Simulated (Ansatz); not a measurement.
Geometry optimisation, Ansatz, RKS PBE-D4/def2-SVP.

Input:

```yaml
crystal:
  periodic: [false, false, false]
  atoms:
    - { symbol: C, position_ang: [-1.1058, 1.6186, -0.3548] }
    - { symbol: C, position_ang: [-0.3146, 0.6447, 0.3841] }
    - { symbol: C, position_ang: [0.1171, -0.4781, -0.5247] }
    - { symbol: O, position_ang: [-0.036, -0.5765, -1.7065] }
    - { symbol: Si, position_ang: [1.215, -1.8416, 0.2495] }
    - { symbol: H, position_ang: [-1.4731, 2.482, 0.3042] }
    - { symbol: H, position_ang: [-0.5622, 2.1134, -1.1868] }
    - { symbol: H, position_ang: [-2.0109, 1.2126, -0.7962] }
    - { symbol: H, position_ang: [-0.8971, 0.2452, 1.2493] }
    - { symbol: H, position_ang: [0.5706, 1.1508, 0.827] }
    - { symbol: H, position_ang: [0.5544, -3.1725, 0.2127] }
    - { symbol: H, position_ang: [1.4497, -1.5398, 1.7299] }
    - { symbol: H, position_ang: [2.5133, -1.8937, -0.3729] }
basis:
  gaussian: { orbitals: def2-SVP }
hamiltonian:
  xc: pbe
  dispersion: d4
relax:
  f_tol: 0.02
  max_steps: 50
```

Command:

```bash
$ ansatz run input.yaml --threads 2 --pin off --max-ram 3072MiB --backend cpu --events-out ev --progress --plain --runs-dir out
```

Task: Where does it end, and by what steps?

Result: The run converged. After 5 steps the energy has fallen by 0.364 eV; H12 moved furthest, 0.18 Å.

| step | energy less start (eV) | largest force component (eV/Å) | accepted |
| --- | --- | --- | --- |
| 0 | 0.0000 | 3.225 | yes |
| 1 | -0.3244 | 1.037 | yes |
| 2 | -0.3472 | 0.644 | yes |
| 3 | -0.3621 | 0.279 | yes |
| 4 | -0.3635 | 0.077 | yes |
| 5 | -0.3640 | 0.017 | yes |

```xyz
13
Properties=species:S:1:pos:R:3
C -1.169 1.702 -0.390
C -0.328 0.689 0.376
C 0.176 -0.468 -0.471
O -0.072 -0.568 -1.664
Si 1.264 -1.884 0.334
H -1.511 2.522 0.272
H -0.592 2.145 -1.225
H -2.061 1.219 -0.836
H -0.882 0.244 1.236
H 0.567 1.157 0.849
H 0.523 -3.179 0.153
H 1.543 -1.670 1.801
H 2.562 -1.944 -0.420
```

Whether the end is a true minimum wasn't checked by a vibrational analysis.

Time of the run: 13 s on 2 threads of Intel(R) Xeon(R) Platinum 8488C (Sapphire Rapids) (shared host), peak memory 0.17 GiB.
